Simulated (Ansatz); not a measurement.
`[F][Ge]([F])([Cl])[Cl]` + H₂S → `[F][Ge]([F])([SH])[Cl]` + HCl at 600 K and 1 bar (ligand exchange at a Ge–Cl bond).

Gas-phase electronic energies from Ansatz, PBE0-D4/def2-TZVP geometries. CCSD(T)/CBS adds triple-zeta CCSD(T) − MP2 to the extrapolated MP2 energy (def2 sets, frozen cores). This one scheme is used for every species. For Ge outer-core shells are correlated without core-valence functions, which leaves a few kJ/mol of doubt a bond. Scalar relativity is left out up to krypton. One conformer a species, not always the lowest.

| species | CCSD(T)/CBS energy (Eh) | H − E (kJ/mol) | S (J/(mol·K)) |
| --- | --- | --- | --- |
| `[F][Ge]([F])([Cl])[Cl]` | -3195.41116 | 68.9 | 408.4 |
| H₂S | -398.97279 | 60.8 | 230.9 |
| `[F][Ge]([F])([SH])[Cl]` | -3133.99738 | 96.4 | 441.6 |
| HCl | -460.38127 | 35.4 | 207.2 |

H − E and S are ideal-gas, rigid-rotor, harmonic terms from PBE0-D4/def2-TZVP, for one conformer and one mirror image of each species. 1 Eh = 2625.50 kJ/mol, R = 8.31446 J/(mol·K).

Task: By hand: ΔE, ΔH, ΔS and ΔG.

Result: ΔE = (-3133.99738) + (-460.38127) − (-3195.41116) − (-398.97279) = 0.00530 Eh = 13.9 kJ/mol. Δ(H − E) = 96.4 + 35.4 − 68.9 − 60.8 = 2.1, so ΔH = 16.0 kJ/mol. ΔS = 441.6 + 207.2 − 408.4 − 230.9 = 9.5 J/(mol·K). ΔG = 16.0 − 600 × (9.5)/1000 = 10.3 kJ/mol.

Task: By hand: the equilibrium constant, and the temperature at which ΔG would vanish if ΔH and ΔS stayed fixed.

Result: log₁₀ K = −ΔG/(RT ln 10) = -0.9. ΔG = 0 at ΔH/ΔS = 1684 K, though so small a ΔS makes that figure unsure.

TΔS isn't small against ΔH here. A doubt of 5 kJ/mol in ΔE shifts log₁₀ K by 0.4 here. Other conformers and mirror images would add mixing entropy, several J/(mol·K) or more a flexible species. These are equilibria of isolated gas molecules and say nothing of rates. Largest T1 diagnostic: 0.012 (customary marks: 0.02 for closed shells, 0.045 for open ones).
